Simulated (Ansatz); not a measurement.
System: C4H4N, net charge 0, doublet state. It need not be the lowest isomer of its formula. 
Geometry from a B3LYP-D3(BJ)/def2-TZVP (Ansatz, an electronic-structure program) optimisation:
SMILES: C=C[CH]C#N
```xyz
9

C     -2.3009    -0.2262     0.0062
C     -1.0352     0.2781     0.0911
C      0.1182    -0.4860    -0.1160
C      1.4084     0.0490    -0.0246
N      2.4803     0.4844     0.0492
H     -3.1659     0.3991     0.1736
H     -2.4753    -1.2680    -0.2315
H     -0.9018     1.3272     0.3314
H      0.0380    -1.5390    -0.3586
```
Charge 0, spin multiplicity 2.

Property: atomisation energy (electronic, to ground-state atoms), in kcal/mol. Valence correlation only, unless marked. Open shells are spin-unrestricted. Spin-orbit coupling is left out. Non-relativistic. The coupled-cluster limit lacks core correlation, which all-electron functionals hold. CBS marks a two-point X^-3 extrapolation of the correlation energy; Hartree-Fock from the larger set. [CCSD(T)-MP2]/basis is that difference in the basis named.

The UHF reference is spin-contaminated (<S^2> 0.35 over the pure value in the largest basis). 

```tsv
level	program	atomisation energy (kcal/mol)
BLYP/def2-TZVPD	Ansatz	975.0
PBE0-D4/def2-TZVP	Ansatz + dftd4	982.9
PBE0/def2-TZVP	Ansatz	979.9
BHLYP-D3(BJ)/def2-TZVPD	Ansatz + dftd3	937.9
BHLYP/def2-TZVPD	Ansatz	932.7
HSE06-D3(BJ)/def2-TZVPD	Ansatz + dftd3	983.8
LC-wPBE/def2-TZVPD	Ansatz	970.5
wB97X-V/def2-TZVPD	Ansatz	968.2
B2PLYP-D3(BJ)/def2-TZVPD	Ansatz + dftd3	…
RPA@PBE/cc-pVQZ	Ansatz	…
CCSD/6-31G	Ansatz	…
RI-MP2/CBS(cc-pVTZ,cc-pVQZ)+[CCSD(T)-MP2]/cc-pVTZ	Ansatz	963.3
```

Some entries are withheld; supply them.


- B2PLYP-D3(BJ)/def2-TZVPD, atomisation energy (kcal/mol): 965.8
- RPA@PBE/cc-pVQZ, atomisation energy (kcal/mol): 907.3
- CCSD/6-31G, atomisation energy (kcal/mol): 827.8
